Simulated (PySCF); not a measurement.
Polarisability and C₆ of B²⁺ (boron, charge +2)

[He] 2s1, 2S determinant. Computed with PySCF 2.14 in aug-cc-pVQZ-DK (6s5p4d3f2g, 80 functions), with the spin-free X2C one-electron Hamiltonian (Gaussian nucleus). Coupled (time-dependent) response in atomic units; α is the mean over directions.

| method | mean α (bohr³) | C₆ (like pair) | S(−4) |
| --- | --- | --- | --- |
| UHF | 7.925 | 11.13 | 154.7 |
| PBE | 6.989 | 9.285 | 120.1 |
| PBE0 | 7.203 | 9.697 | 127.6 |
| M06 | 7.414 | 9.476 | 155.7 |
| PW91 | 7.069 | 9.410 | 123.7 |

S(−4) is the Cauchy moment in α(ω) = α(0) + S(−4) ω² + …

α(iu) at PW91:

```
u (hartree)  α(iu) (bohr³)
          0          7.069
     0.0500          6.773
      0.100          6.023
      0.200          4.216
      0.300          2.866
      0.500          1.503
      0.750         0.8450
       1.00         0.5540
       1.50         0.3017
       2.00         0.1950
       3.00         0.1058
       5.00        0.04991
```

A single London oscillator, α(iu) = α/(1 + u²/ω²), gives C₆ = (3/4) ω α². Matching the computed C₆ needs ω = 4 × 9.410 / (3 × 7.069²) = 0.251 hartree.

For an ion, C₆ is the dispersion term alone; charge-induced terms of lower order in 1/R come first.
